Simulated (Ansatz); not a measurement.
Mulliken charges of BrClFH$_{2}$NSi, SMILES `N[Si](F)(Cl)Br` from ωB97M-V/def2-TZVPP in Ansatz (PBE0-D4/def2-TZVP geometry).

```tsv
atom	x (Å)	y (Å)	z (Å)	charge (e)
N1	0.805	-0.381	0.652	-0.332
Si2	-0.391	0.142	-0.399	0.689
F3	-0.097	-0.140	-1.932	-0.271
Cl4	-2.115	-0.844	0.019	-0.181
Br5	-0.611	2.318	-0.236	-0.170
H6	1.633	0.157	0.842	0.133
H7	0.838	-1.320	1.008	0.133
```

Question: By hand: the dipole of these point charges (1 e Å = 4.8032 D).

Answer: Σ q r = (0.305, -0.134, 0.315) e Å, of length 0.458 e Å = 2.20 D.

Question: How does the dipole of the full density compare? (Estimate.)

Answer: Computed: (0.377, -0.179, 0.339) e Å, 2.58 D; the point charges give 0.85 times that, at 4° from its direction.

Point charges leave out the atoms' own dipoles, such as those of lone pairs, and Mulliken's split depends on the basis, so the close match here is no proof of good charges.
